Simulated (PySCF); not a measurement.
Radial density of Kr²⁺ (krypton, charge +2)

UHF, [Ar] 3d10 4s2 4p4, high-spin 3P determinant. Calculation: PySCF 2.14, in pcseg-2 (6s5p3d1f, 43 functions); the non-relativistic Hamiltonian (point nucleus).

```csv
r (bohr),4πr²ρ (e/bohr),4πr²(ρα − ρβ)
0.000815,0.2541,0.0000
0.00137,0.6911,0.0000
0.00231,1.827,0.0000
0.00388,4.618,0.0000
0.00653,10.80,0.0001
0.0110,22.20,0.0006
0.0185,36.91,0.0035
0.0311,44.14,0.0172
0.0522,37.74,0.0622
0.0879,42.95,0.1238
0.148,52.00,0.0473
0.249,31.25,0.0407
0.418,37.06,0.2875
0.703,18.84,0.0036
1.18,5.520,1.1534
1.99,2.893,1.0281
3.35,0.2206,0.0790
5.63,0.001302,0.0003
```
